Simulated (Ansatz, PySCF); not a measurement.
This singlet lies 1.32 eV below the relaxed triplet at the level frozen-core CCSD(T)/cc-pVTZ // B3LYP-D3(BJ)/def2-TZVP (Ansatz, a program for electronic structure).

B3LYP has the VWN-RPA correlation part, as in Gaussian. 

Cartesian coordinates (Å):
```xyz
7

O      1.9417     0.3966     0.1134
Ge     1.1006    -1.1056    -0.4526
Si    -1.1326    -0.0749     0.0015
H      2.9011     0.3200     0.0541
H     -1.2278     0.3725     1.4162
H     -1.3288     1.1099    -0.8765
H     -2.2541    -1.0184    -0.2560
```
Charge 0, spin multiplicity 1.

**Question.** Give the total energy, dipole moment and HOMO–LUMO gap at the level B3LYP-D3(BJ)/def2-TZVP (PySCF 2.14.0).

**Answer.** 
```json
{
 "total_energy": "-2444.2481 Ha",
 "dipole_moment": "1.92 D",
 "HOMO–LUMO gap": "3.25 eV"
}
```
